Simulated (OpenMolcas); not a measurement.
# Mo3+ in a point-charge field

Mo3+ among 6 point charges of -1 e arranged as a tetragonal octahedron (D4h), 1.98 Å from the ion, with the axial distance 2.336 Å.

```yaml
Program: OpenMolcas
Method: "SS-CASPT2, IPEA 0.25 Eh, imaginary shift 0.1 Eh (closed shells correlated: 4s 4p)"
Basis: ANO-RCC-VTZP [7s6p4d2f1g]
Scalar_Hamiltonian: DKH2, point nucleus
Active_space: 3 electrons in 5 orbitals (4d)
State_averaging: 2S+1 = 4 even, 10 roots; 2S+1 = 2 even, 40 roots
Spin-orbit_coupling: state interaction with AMFI integrals over the reference wave functions
```

The lowest spin-free states (labels of D4, the rotations of D4h), above the lowest:

```tsv
State	Degeneracy	E (cm-1)	Free-ion L (%)
4B1	1	0	F (100)
4E	2	4250	F (98)
4A2	1	6480	F (71)
4B2	1	7060	F (100)
4E	2	10370	F (100)
2A1	1	11910	G (73)
2E	2	12370	G (51)
2B1	1	12470	G (71)
2A2	1	12690	G (50)
2B2	1	15250	H (50)
2A1	1	15630	G (97)
2E	2	16230	G (72)
2E	2	16420	H (57)
4A2	1	16680	P (71)
2A2	1	17680	H (79)
2B2	1	17770	G (71)
2B1	1	18130	D (49)
4E	2	18420	P (97)
2E	2	19020	P (50)
2A2	1	20070	P (76)
```

The lowest levels with spin-orbit coupling:

| E (cm-1) | Degeneracy | Label | 2S+1 | g |
| --- | --- | --- | --- | --- |
| 0 | 2 | E3/2 | 4 | 1.66 3.06 3.06 |
| 54 | 2 | E1/2 | 4 | 0.03 0.03 5.04 |
| 3900 | 2 | E3/2 | 4 | 1.26 1.26 2.25 |
| 4360 | 2 | E3/2 | 4 | 0.84 2.11 2.11 |
| 4490 | 2 | E1/2 | 4 | 0.43 2.46 2.46 |
| 4830 | 2 | E1/2 | 4 | 3.33 3.33 3.75 |
| 6570 | 2 | E3/2 | 4 | 0.15 0.15 4.47 |
| 6780 | 2 | E1/2 | 4 | 1.35 3.73 3.73 |
| 7040 | 2 | E3/2 | 4 | 1.25 3.05 3.05 |
| 7290 | 2 | E1/2 | 4 | 0.53 0.53 6.26 |
| 10440 | 2 | E3/2 | 4 | 3.05 3.49 3.49 |
| 10630 | 2 | E3/2 | 4 | 1.21 4.50 4.50 |
| 10640 | 2 | E1/2 | 4 | 1.95 1.95 2.17 |
| 10810 | 2 | E1/2 | 4 | 2.38 2.38 6.54 |
| 12020 | 2 | E1/2 | 2 | 0.20 0.20 0.53 |
| 12270 | 2 | E3/2 | 2 | 2.05 2.05 2.78 |
| 12780 | 2 | E3/2 | 2 | 0.92 2.99 2.99 |
| 12830 | 2 | E1/2 | 2 | 0.53 0.53 0.85 |
| 13180 | 2 | E1/2 | 2 | 0.07 0.07 2.28 |
| 15710 | 2 | E3/2 | 2 | 0.51 0.51 1.51 |

Powder χT (cm3 K/mol): 0.696 at 2 K, 0.787 at 10 K, 1.07 at 50 K, 1.16 at 100 K, 1.22 at 200 K, 1.26 at 300 K. The effective moment at 300 K is 2.828 √(χT) = 3.18 μB.

The lowest level has 2S+1 = 4, for which the spin-only value is χT = S(S+1) / 2 = 1.875 cm3 K/mol (g = 2). The computed 1.265 at 300 K differs by -0.610, through orbital momentum, spin-orbit coupling and any other state in reach.

Free-ion shares, where given, are those of the reference states; single-state CASPT2 does not remix them. This is an electrostatic model: the charges have no orbitals. No measured value stands beside these numbers.
